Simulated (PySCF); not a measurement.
Species: C5H6O3.
Cartesian coordinates in Å at the GFN2-xTB level; atoms count from 1:
```
atom  x, y, z in Å
C1     2.551    0.310   -0.120
O2     1.200    0.694    0.101
C3     0.296   -0.302    0.058
O4     0.570   -1.456   -0.148
C5    -1.071    0.190    0.296
C6    -2.174   -0.841    0.275
C7    -1.279    1.459    0.512
O8    -1.455    2.587    0.702
H9     3.136    1.223   -0.054
H10    2.661   -0.146   -1.106
H11    2.871   -0.408    0.638
H12   -3.139   -0.380    0.463
H13   -2.189   -1.336   -0.694
H14   -1.977   -1.595    1.035
```

Structure optimised with GFN2-xTB, isolated species.

Masses are those of the commonest isotopes; rigid-rotor values at the optimised geometry. The values belong to one conformer with, in the numbering `[CH3:1][O:2][C:3](=[O:4])[C:5]([CH3:6])=[C:7]=[O:8]`, C1–O2–C3–O4 0°, O2–C3–C5–C6 180°.

Question: What are A, B and C (cm⁻¹)?

Answer: Ia = 169.47, Ib = 299.99, Ic = 463.15 u·Å²; 505379 MHz·u·Å²/I gives 2982, 1685 and 1091 MHz, that is A = 0.09948, B = 0.05619, C = 0.03640 cm⁻¹.

Question: Classify the top.

Answer: An asymmetric top. Ray's parameter κ = (2B − A − C)/(A − C) = -0.372; −1 is the prolate and +1 the oblate limit.

Question: Is it planar, by Δ = Ic − Ia − Ib?

Answer: Not planar: Δ = Ic − Ia − Ib = -6.31 u·Å². For a rigid frame Δ = −2 Σ m c², so Σ m c² = 3.15 u·Å² lies off the ab plane, practically all of it from hydrogen. The atom farthest from that plane is 0.89 Å away.

Question: Give the other two planar moments, Paa and Pbb, and the rms extents of the mass along the axes.

Answer: Paa = Σ m a² = (Ib + Ic − Ia)/2 = 296.84 and Pbb = Σ m b² = (Ia + Ic − Ib)/2 = 166.31 u·Å². With the mass M = 114.03 u, the rms extents √(P/M) along a, b and c are 1.61, 1.21, 0.17 Å.

Question: List the rotational levels J(Ka,Kc) to J = 2 (MHz).

Answer: Above 0(0,0):
J = 1: 1(0,1) 2776, 1(1,1) 4073, 1(1,0) 4667
J = 2: 2(0,2) 8166, 2(1,2) 9032, 2(1,1) 10812, 2(2,1) 14705, 2(2,0) 14866
Those of J = 1 are B + C, A + C and A + B.

Question: Estimate the classical rotational partition function at 50 K, 298.15 K and 500 K.

Answer: Point group Cs, symmetry number σ = 1; q = (√π/σ)·√((kT/h)³/(ABC)), k/h = 20836.6 MHz/K: 25500 at 50 K, 371000 at 298.15 K, 805000 at 500 K.

GFN2-xTB frequencies: not computed here. Zero-point vibration and centrifugal distortion are left out.
